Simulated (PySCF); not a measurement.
Several structures and their simulated spectra, in scrambled order.

A. `N[Si@@H]1C=C[SiH2]C=C1F`
B. `C(/C=C/[SiH2]OC)=C/Cl`
C. SMILES C(=C)(C(=O)OC)C(F)(F)F

Spectrum 1. ¹H NMR (400 MHz, computed): δ 7.29 (m, 1H), 6.79 (m, 1H), 4.10 (s, 3H). ¹³C{¹H} NMR (computed): δ 168.6 (C), 142.2 (CH2), 140.0 (C), 131.1 (C), 54.1 (CH3).

Spectrum 2. ¹H NMR (400 MHz, computed): δ 7.35 (m, 1H), 7.23 (m, 1H), 5.98 (m, 1H), 5.38 (m, 1H), 4.85 (m, 1H), 4.82 (m, 1H), 0.50 (br s, 2H). ¹³C{¹H} NMR (computed): δ 185.3 (C), 155.3 (CH), 149.9 (CH), 113.9 (CH).

Spectrum 3. ¹H NMR (400 MHz, computed): δ 7.19 (m, 1H), 6.42 (m, 1H), 6.22 (m, 1H), 6.14 (d, 1H), 5.25 (d, 2H), 3.86 (s, 3H). ¹³C{¹H} NMR (computed): δ 147.4 (CH), 141.5 (CH), 139.7 (CH), 133.2 (CH), 54.1 (CH3).

All values are calculated (PySCF): GFN2-xTB structure, σ from GIAO-PBE0/pcSseg-1. Isolated molecule, averaged over atoms made equivalent by symmetry, fast rotation or ring inversion, no relativistic terms, a single conformation.

Referencing at the same level of theory: ¹H and ¹³C vs TMS. Splittings of carbon signals by F and P are missing where no couplings were computed. Where no couplings were computed, multiplicities follow the n + 1 count of equivalent neighbours, and m marks all less simple cases (inequivalent or close neighbours, rings, F or P nearby). Shifts are as computed. Against solution values, carbons near 30 ppm lie about +3 ppm off and those near 130 ppm about +5 ppm; carbons on Cl a further +6 ppm. Of 1211 compounds with measured shifts, 218 miss one by over three times the rms of a fit or turn the order of signals round; such compounds aren't used in these exercises. Carbons bonded to Cl come out too deshielded. OH and NH positions are gas-phase values without hydrogen bonding to other molecules.

Task: Match each spectrum to its structure.

Result: 1–C, 2–A, 3–B.

- Spectrum 1 (C): 5 ¹³C signals; δC 168.6 is an ester carbonyl carbon; δC 142.2 is a β carbon of a C=C–C=O unit.
- Spectrum 2 (A): 4 ¹³C signals; δC 155.3 is an alkene CH; δC 149.9 is an alkene CH.
- Spectrum 3 (B): 5 ¹³C signals; δC 147.4 is an alkene CH; δC 141.5 is an alkene CH.
